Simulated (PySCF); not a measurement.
C5H15NSi.
Z-matrix (Å and degrees, GFN2-xTB geometry), rows numbered from 1:
```
C 
C   1  1.5232
C   2  1.5343  1  111.70
C   3  1.5307  2  110.87  1   174.35
N   3  1.4437  2  110.05  1   -61.85
Si  5  1.7132  3  124.25  2   143.90
C   6  1.8926  5  106.13  3  -178.21
H   1  1.0868  2  109.99  3    55.75
H   1  1.0875  2  110.35  3   -63.66
H   1  1.0874  2  110.67  3   176.13
H   2  1.0918  1  109.82  3   121.15
H   2  1.0934  1  109.59  3  -120.55
H   3  1.0946  2  108.95  1    54.75
H   4  1.0871  3  110.68  2   -60.74
H   4  1.0886  3  110.18  2    59.40
H   4  1.0873  3  109.77  2   179.00
H   5  1.0096  3  111.50  2   -61.20
H   6  1.4691  5  106.78  3   -58.98
H   6  1.4772  5  115.27  3    61.05
H   7  1.0853  6  111.66  5    54.70
H   7  1.0845  6  110.04  5   174.17
H   7  1.0858  6  111.99  5   -66.38
```

Computed at PBE0/pcSseg-1 (PySCF, non-relativistic), with Q(14N) = 0.02044 b: N5, 14N (I = 1): χzz = -5.031 MHz, η = 0.359.

**Question.** Find the zero-field quadrupole resonance frequencies of 14N at N5.

**Answer.** From ν± = (3/4)|χ|(1 ± η/3) and ν0 = |χ|η/2: ν+ 4.225 MHz, ν− 3.322 MHz, ν0 0.903 MHz (silicon-bound nitrogen).

In a crystal, neighbours and librations shift these lines. The structure is a single GFN2-xTB conformer in the gas phase; no vibrational or solvent corrections. GFN2-xTB bond lengths can be off by several hundredths of an ångström, more for odd bonds, and the gradients follow them. The basis is small and wasn't made for field gradients, so the couplings can be 20 % off.
